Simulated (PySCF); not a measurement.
Gas-phase reaction: 6 H₃SiGeH₃ ⇌ 2 Ge₃H₈ + H₂ + 3 Si₂H₆, at 1800 K and a standard pressure of 1 bar. Level: MP2/def2-SVP†.

Method: PySCF energies plus ideal-gas RRHO corrections (1 bar). † marks an energy on the PBE0/def2-TZVP geometry and frequencies. MP2 freezes the core. All species are closed-shell singlets. Ge: all electrons, no relativistic terms. MP2 isn't extrapolated to the basis-set limit; its ΔH°(298 K) is -19.0 kJ in def2-SVP and -33.7 kJ in def2-TZVPP. The harmonic model lacks anharmonicity and excited electronic states, which grow with temperature; levels with a mode under 35 cm⁻¹ are left out. Internal rotation in H₃SiGeH₃, Ge₃H₈, Si₂H₆ is treated as a harmonic vibration of one conformer, which makes the entropy rough.

```csv
species,E (Ha),H(1800 K) − E (kJ/mol),S°(1800 K) (J/mol/K)
H₃SiGeH₃,-2367.77038,355.7,527.2
Ge₃H₈,-6230.67967,497.5,727.6
H₂,-1.15525,80.4,183.9
Si₂H₆,-581.37119,356.7,505.9
```
E: electronic energy; H − E holds the zero-point and thermal terms. 1 Ha = 2625.5 kJ/mol.

### Question
Work out ΔH°, ΔS°, ΔG° and log10 K from these numbers.

### Answer
1. ΔE = 2×(-6230.67967) + 1×(-1.15525) + 3×(-581.37119) − 6×(-2367.77038) = -0.00588 Ha = -15.4 kJ.
2. Δ(H − E) = 2×(497.5) + 1×(80.4) + 3×(356.7) − 6×(355.7) = 11.3 kJ, so ΔH° = -4.1 kJ.
3. ΔS° = 2×(727.6) + 1×(183.9) + 3×(505.9) − 6×(527.2) = -6.4 J/K; the number of gas molecules stays the same.
4. ΔG° = ΔH° − TΔS° = -4.1 − 1800×(-6.4)/1000 = 7.4 kJ.
5. log10 K = −ΔG°/(RT ln 10) = -0.21, with RT ln 10 = 34.46 kJ/mol; at standard pressures the reactants are favoured.
6. A shift of 10 kJ in ΔE would move log10 K by 0.29 here.
For scale, ΔH°(298 K) is -19 kJ at this level, -18 kJ at ωB97M-V/def2-TZVP†, and runs from -37 to 10 kJ over the 18 levels computed.
